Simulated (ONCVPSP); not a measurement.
Potentials for titanium compared

Generated with ld1.x 7.5 (TM, RRKJ, ultrasoft, PAW), atompaw 4.2 or ONCVPSP 4.0.1. The cutoff is in Ry: for ld1.x and atompaw files where the sum of valence levels is converged to 10 mRy in a Bessel basis, for ONCV files where the hardest occupied wave has 1 mHa per electron of residual kinetic energy. The error is the largest all-electron minus pseudo excitation energy over each file’s own four to seven test configurations (ionisations up to +4, promotions, holes and added fractions of an electron), all of which were solved. The labels leave out finer settings (local radius, basis sizes, second energies), which also bear on the numbers. Spin-polarised tests are not counted. The rows are a selection from randomly drawn settings: files with unsolved tests, undetermined cutoffs or missed reference levels are left out.

A true bound ghost makes a file unfit for plane-wave use even where its test errors are small: the radial tests pick states by their node count and pass the ghost by.

```csv
potential,cutoff (Ry),largest error (meV),bound ghosts
"ONCV, PBE, scalar-relativistic, rc 1.65/1.82/1.25/1.35 (spdf), local smoothed, core correction yes, reference 3s2 3p6 3d2 4s2, qcut 5.5/9.6/7.8/8.8, projectors 2/2/2/1",196,+14,none
"ONCV, PBE, scalar-relativistic, rc 1.65/1.00/1.45/1.00 (spdf), local f, core correction yes, reference 3s2 3p6 3d2 4s1.5, qcut 9.7/8/10.8/11.1, projectors 2/3/2/0",84,-1.2,none
"ONCV, PBEsol, scalar-relativistic, rc 1.40/1.70/2.20 (spd), local smoothed, core correction yes, reference 3s2 3p6 3d2 4s2, qcut 8.2/8.4/6.7, projectors 3/2/2",49,+152,none
"ONCV, PBEsol, fully relativistic, rc 3.10/1.60/1.55 (spd), local smoothed, core correction no, reference 3p6 3d2 4s1.75 4p0.25, qcut 2.3/9.5/9.1, projectors 2/2/3",67,-20,s
"ONCV, PBE, scalar-relativistic, rc 1.70/1.35/2.25 (spd), local smoothed, core correction yes, reference 3s2 3p6 3d2 4s2, qcut 9.1/11.5/7.6, projectors 2/2/2",45,+134,none
"ONCV, PBEsol, scalar-relativistic, rc 1.75/1.60/1.80 (spd), local smoothed, core correction yes, reference 3s2 3p6 3d2 4s2, qcut 6.7/10.6/9.9, projectors 2/2/2",64,+40,none
"ONCV, PBE, scalar-relativistic, rc 1.80/1.60/1.55/1.60 (spdf), local smoothed, core correction no, reference 3s2 3p6 3d2 4s2, qcut 5.2/8.5/10.9/7.7, projectors 2/1/2/1",80,+16,none
```

Q: Fill in the row for Ti: ONCV, LDA (Perdew-Wang 92), fully relativistic, rc 2.00/1.35/1.80 (spd), local smoothed, core correction no, reference 3s2 3p6 3d2 4s2, qcut 5.2/9.1/10.3, projectors 2/2/3.

A: cutoff 66 Ry, largest error +36 meV, bound ghosts: none.
